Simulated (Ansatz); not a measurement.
**A ladder of methods for BH2Br (SMILES [H]B([H])Br)**

BH2Br has 4 atoms, charge 0, and is taken as a singlet. As SMILES, `[H]B([H])Br`. Geometry: relaxed at GFN2-xTB.

```xyz
4

B     0.0910    0.1509   -0.0004
H     1.2598    0.1091    0.0153
H    -0.4901    1.1658   -0.0191
Br   -0.8607   -1.4257    0.0043
```

Quantity: the electronic atomisation energy, in eV. The values are calculated. Electronic energies at fixed atoms, without zero-point motion or spin-orbit coupling.

| level | kind | program | value (eV) | less FCI/STO-3G |
| --- | --- | --- | --- | --- |
| HF/STO-3G | Hartree–Fock | Ansatz | 13.54 | -0.61 |
| revPBE/STO-3G | GGA | Ansatz | 16.26 | +2.11 |
| r2SCAN/STO-3G | meta-GGA | Ansatz | 16.52 | +2.37 |
| B3LYP/STO-3G | global hybrid | Ansatz | 16.30 | +2.15 |
| PBE0/STO-3G | global hybrid | Ansatz | 16.40 | +2.25 |
| wB97M-V/STO-3G | range-separated hybrid | Ansatz | 16.61 | +2.46 |
| BCCD(T)/STO-3G | coupled cluster or CI | Ansatz | 14.14 | -0.01 |
| CCSD(T)/STO-3G | coupled cluster or CI | Ansatz | 14.14 | -0.01 |
| FCI/STO-3G | exact in the basis | Ansatz | 14.15 | 0.00 |

FCI/STO-3G is exact within its basis and frozen core, so for wave-function methods in that basis the difference is their error; functionals converge differently with the basis, so for them it is only a difference. All-electron rows without a relativistic Hamiltonian named are non-relativistic. The values span 13.54 to 16.61 eV. All rows use very small basis sets, so even the best lies far from the true value. In the correlated wave-function rows the outer d shell of Br is correlated, in sets not made for it.
